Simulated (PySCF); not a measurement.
Cartesian coordinates in Å; atom numbers follow the order of the lines, from 1:
```xyz
17

C     2.369   -0.494   -0.104
C     0.900   -0.336    0.072
C     0.037   -1.210    0.568
C    -1.375   -0.708    0.567
C    -1.227    0.784    0.178
C    -2.202    1.179   -0.802
N    -2.966    1.479   -1.599
C     0.215    0.933   -0.363
H     2.903    0.278    0.450
H     2.637   -0.392   -1.156
H     2.695   -1.469    0.249
H     0.273   -2.198    0.925
H    -1.858   -0.826    1.538
H    -1.975   -1.253   -0.169
H    -1.361    1.413    1.064
H     0.707    1.824    0.031
H     0.220    1.008   -1.455
```

Geometry: GFN2-xTB; GIAO shifts from PySCF 2.14, gas phase, non-relativistic, averaged over equivalent atoms.

At BLYP/6-31G (90 basis functions, 28 s wall time on 1 thread of an Intel Xeon Platinum 8259CL, shared host):
```tsv
atoms	δ (ppm)
C2	132.8
C3	117.0
C6	111.8
C8	47.0
C4	43.6
C5	27.6
C1	18.1
N7	242.7
H12	5.44
H14	3.18
H17	3.14
H15	3.06
H13	3.05
H16	2.94
H9/H10/H11	1.89
```

Shifts are taken against calculated references (same method and geometry level): ¹³C (192.83 ppm), ¹H (33.08 ppm) against TMS; ¹⁵N (256.32 ppm) against NH3.

Problem. What do these become at OLYP/6-311G**?

Solution. 
```json
{"atoms": "C2", "δ at OLYP/6-311G**": "139.9", "change": "+7.1"}
{"atoms": "C3", "δ at OLYP/6-311G**": "122.9", "change": "+5.9"}
{"atoms": "C6", "δ at OLYP/6-311G**": "119.3", "change": "+7.5"}
{"atoms": "C8", "δ at OLYP/6-311G**": "49.2", "change": "+2.2"}
{"atoms": "C4", "δ at OLYP/6-311G**": "46.0", "change": "+2.4"}
{"atoms": "C5", "δ at OLYP/6-311G**": "27.8", "change": "+0.2"}
{"atoms": "C1", "δ at OLYP/6-311G**": "19.1", "change": "+1.0"}
{"atoms": "N7", "δ at OLYP/6-311G**": "285.3", "change": "+42.6"}
{"atoms": "H12", "δ at OLYP/6-311G**": "5.47", "change": "+0.03"}
{"atoms": "H14", "δ at OLYP/6-311G**": "3.09", "change": "-0.09"}
{"atoms": "H17", "δ at OLYP/6-311G**": "2.99", "change": "-0.15"}
{"atoms": "H15", "δ at OLYP/6-311G**": "3.10", "change": "+0.04"}
{"atoms": "H13", "δ at OLYP/6-311G**": "3.02", "change": "-0.03"}
{"atoms": "H16", "δ at OLYP/6-311G**": "2.84", "change": "-0.10"}
{"atoms": "H9/H10/H11", "δ at OLYP/6-311G**": "1.83", "change": "-0.06"}
```

Referencing at the same level of theory: ¹³C (σref 187.46), ¹H (σref 32.12) vs TMS; NH3 for ¹⁵N (σref 275.39).

The largest change is at N7 (nitrile nitrogen). Cost: 198 basis functions. The order of the carbon signals is the same at both levels.

Experimental scales use liquid or dissolved standards, which lie at an offset from isolated NH3 (liquid NH3: subtract about 20 ppm). Unscaled 15N shifts of sp2 nitrogen often come out too high even then, by a few to some tens of ppm.
